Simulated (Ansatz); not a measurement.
A made-up structure of BH4SeS (charge +1), closed shell:

```xyz
7
angstrom
B -1.4443 0.4521 -0.6575
Se -0.6414 -0.5312 0.7764
S 1.5065 -0.1518 0.2152
H -1.1246 -1.6738 1.6373
H -0.7892 1.0091 -1.4730
H 2.0006 0.2200 1.4206
H 1.9986 -1.4101 0.3140
```

It is relaxed with PBE-D4/def2-SVP and then PBE0-D4/def2-TZVP (Ansatz 0.2.0). Atoms count as bonded within 1.22 times the sum of their covalent radii (H–H: 0.88 Å). The end point is not checked to be a true minimum.

(1) Does its bonding change? (Judge from chemistry; the calculation decides.)

Results:

(1) By the calculation: Yes. Formed: B1–H4; broken: Se2–H4.

Where it ends: The first stage lowers the energy by 4.27 eV in 27 steps. It ends as BH₄SeS ([BH2][Se][SH2]), total charge +1:
```
7
angstrom
B -1.3800 -0.1314 -0.0686
Se -0.1688 -0.9608 1.1614
S 1.7359 -0.1410 0.2830
H -2.5075 -0.4132 0.1808
H -0.9945 0.5642 -0.9473
H 2.3531 0.2752 1.4149
H 2.4680 -1.2785 0.2089
```

Labels in which every atom is bracketed show which atoms are joined, not bond orders.

For scale, one of the runs: PBE0-D4/def2-TZVP relaxation, 140 basis functions, launched by `ansatz run in.yaml --threads 2 --pin off --events-out ev --progress --plain --max-ram 4352MiB`. The run took about 30 s on 2 CPU threads of an Arm Neoverse V1 (shared host).
